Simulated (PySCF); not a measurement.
1,3-dichlorobuta-1,2-diene (C4H4Cl2), SMILES CC(Cl)=C=CCl. Coordinates come from a B3LYP-D3(BJ)/def2-SVP optimisation.

The numbers are results of B3LYP-D3(BJ)/def2-SVP (PySCF), not measurements.

Harmonic wavenumbers (cm⁻¹): 91, 109, 192, 242, 299, 390, 497, 537, 637, 753, 801, 948, 1041, 1097, 1206, 1378, 1394, 1442, 1460, 2069, 3035, 3112, 3147, 3182. Rotational constants (GHz): 4.713, 0.9426, 0.8382; symmetry number 1.

Q: Work out the zero-point energy and the ideal-gas rigid-rotor harmonic-oscillator thermochemistry at 298.15 K and 1 atm.

A: ZPE = ½ Σ hcν = ½ × 29061 cm⁻¹ = 173.82 kJ/mol. H − E(el) = 194.67 kJ/mol. Entropy in J/(mol K): translation 168.76, rotation 120.70, vibration 66.07, total 355.52. G − E(el) = 88.67 kJ/mol. Cp = 104.87 J/(mol K). Modes under 150 cm⁻¹ make the vibrational entropy uncertain.
